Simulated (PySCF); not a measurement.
# Ionisation energy of Se¹⁵⁺ by level of theory

Se¹⁵⁺ [Ar] 3d1 (2D) → Se¹⁶⁺ [Ar] (1S), as a difference of total energies. Calculation: PySCF 2.14, in an uncontracted even-tempered set (17 s from 1.1 bohr⁻², ratio 2.5; 11 p from 1.4 bohr⁻², ratio 2.5; 8 d from 1.4 bohr⁻², ratio 2.5; 4 f from 4.9 bohr⁻², ratio 2.7; 4 g from 7.3 bohr⁻², ratio 2.7); no relativity, point nucleus. Correlated levels: outer shells: [Ne] frozen; virtual orbitals above 40 to 60 times the deepest correlated orbital energy dropped. The calculations carry no spin-orbit coupling.

```csv
method,ionisation energy (eV)
UHF,517.91
LDA,519.35
PBE,519.49
PBE0,519.44
r2SCAN,519.76
B97-3,519.45
MN15,518.16
MP2 (outer shells),518.16
SCS-MP2 (outer shells),518.13
```

Task: How much does correlation contribute at MP2 (outer shells)?

Result: 518.16 − (517.91) = 0.25 eV, measured against UHF.

A first-order spin-orbit estimate (lowest level to lowest level, LS coupling) adds 0.819 eV.

All relativistic terms are absent from these numbers, so their closeness to the reference says little about the methods.

For comparison: 517 ± 3 eV (theoretical estimate listed by NIST; NIST Atomic Spectra Database, ionization energies).
